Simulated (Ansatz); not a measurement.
Species: sum formula BNH$_{2}$, net charge 1, doublet state. 
Geometry from a B3LYP-D3(BJ)/def2-TZVP (Ansatz, a quantum-chemistry and plane-wave program) optimisation:
```xyz
4

B      0.0000     0.0000    -0.7348
N      0.0000     0.0000     0.5701
H      0.0000     0.0000    -1.9032
H      0.0000     0.0000     1.5866
```
Charge +1, spin multiplicity 2.

Q: Give the harmonic wavenumbers at B3LYP-D3(BJ)/def2-TZVP (Ansatz, finite differences of forces, unscaled).

A: 256, 586, 722, 734, 1598, 2890, 3564 cm⁻¹. Zero-point energy 14.8 kcal/mol.

Q: From these and the geometry, give the ideal-gas thermochemistry at 298.15 K and 1 atm (rigid rotor, harmonic oscillator).

A: Point group C∞v, rotational symmetry number 1. Rotational constants 30.49, 30.49 GHz. S(trans) 35.80, S(rot) 12.55, S(vib) 2.72, S(elec, spin only) 1.38, S 52.4 cal/(mol K). H(298) - H(0) 2.61 kcal/mol; G - E(el) 1.8 kcal/mol.
